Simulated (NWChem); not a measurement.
System meant: CH5FO2Si; SMILES [SiH](O)(CF)O

NWChem input:

```
start job
memory heap 200 mb stack 900 mb global 1100 mb
geometry units angstroms noautosym nocenter noautoz
  O      1.498049    -0.704286    -0.467430
  Si     0.037058    -0.429458     0.272742
  O     -1.022798    -1.605879    -0.206886
  C     -0.761118     1.178802    -0.294080
  F      0.012687     2.237665     0.154539
  H      2.287784    -0.417032    -0.001595
  H      0.252577    -0.390521     1.751272
  H     -0.715856    -2.516505    -0.175275
  H     -0.830371     1.220096    -1.395656
  H     -1.786248     1.285353     0.103359
end
basis spherical
  * library 6-31g*
end
dft
  xc m06-l
  iterations 150
end
property
  shielding
end
task dft property
```

End of the output:

```
 Vector   28  Occ=0.000000D+00  E= 8.618391D-02
              MO Center= -6.5D-01,  9.8D-02, -1.6D-02, r^2= 5.1D+00
   Bfn.  Coefficient  Atom+Function         Bfn.  Coefficient  Atom+Function
  ----- ------------  ---------------      ----- ------------  ---------------
    52      1.320699   4 C  s                24     -0.807459   2 Si s
    82     -0.767056   9 H  s                80     -0.540009   8 H  s
    25      0.520040   2 Si px               26     -0.520154   2 Si py
    38      0.498762   3 O  s                78      0.462552   7 H  s
    54     -0.448356   4 C  py               84     -0.306974  10 H  s

 center of mass
 --------------
 x =  -0.02071381 y =   0.13516581 z =  -0.06818052

 moments of inertia (a.u.)
 ------------------
         672.263853334547          13.504109692138          11.774205969725
          13.504109692138         293.177704671678         -29.046780246435
          11.774205969725         -29.046780246435         874.573423917794

     Multipole analysis of the density
     ---------------------------------

     L   x y z        total         alpha         beta         nuclear
     -   - - -        -----         -----         ----         -------
     0   0 0 0     -0.000000    -25.000000    -25.000000     50.000000

     1   1 0 0      0.293821      1.019793      1.019793     -1.745765
     1   0 1 0     -0.593191     -2.091321     -2.091321      3.589451
     1   0 0 1      0.265336      1.708382      1.708382     -3.151428

     2   2 0 0    -24.234474    -82.661843    -82.661843    141.089213
     2   1 1 0     -0.890028      5.289084      5.289084    -11.468195
     2   1 0 1      1.435231      2.268310      2.268310     -3.101389
     2   0 2 0    -25.910359   -174.336469   -174.336469    322.762579
     2   0 1 1     -1.390816     -5.823118     -5.823118     10.255421
     2   0 0 2    -27.526085    -29.693259    -29.693259     31.860432

          -----------------------------------------
          Chemical Shielding Tensors (GIAO, in ppm)
          -----------------------------------------

 ------------------------------------------------------------------------
  xm06: d2 not coded                    0
 ------------------------------------------------------------------------
 ------------------------------------------------------------------------
  current input line :
    25: task dft property
 ------------------------------------------------------------------------
 ------------------------------------------------------------------------
 This error has not yet been assigned to a category
 ------------------------------------------------------------------------
 For more information see the NWChem manual at https://nwchemgit.github.io

0: xm06: d2 not coded:Received an Error in Communication
```

Q: What is wrong, and how is it mended?

A: The program stopped with an error. Cause: this functional's second derivatives, which shieldings need, aren't coded here; the fix takes a hybrid GGA instead. This input runs:
```
start job
memory heap 200 mb stack 900 mb global 1100 mb
geometry units angstroms noautosym nocenter noautoz
  O      1.498049    -0.704286    -0.467430
  Si     0.037058    -0.429458     0.272742
  O     -1.022798    -1.605879    -0.206886
  C     -0.761118     1.178802    -0.294080
  F      0.012687     2.237665     0.154539
  H      2.287784    -0.417032    -0.001595
  H      0.252577    -0.390521     1.751272
  H     -0.715856    -2.516505    -0.175275
  H     -0.830371     1.220096    -1.395656
  H     -1.786248     1.285353     0.103359
end
basis spherical
  O library 6-31g*
  Si library 6-31g*
  C library 6-31g*
  F library 6-31g*
  H library 6-31g*
end
dft
  xc pbe0
  iterations 150
end
property
  shielding
end
task dft property
```
It converges to -580.50931 Ha (PBE0/6-31G* (spherical d), GIAO).
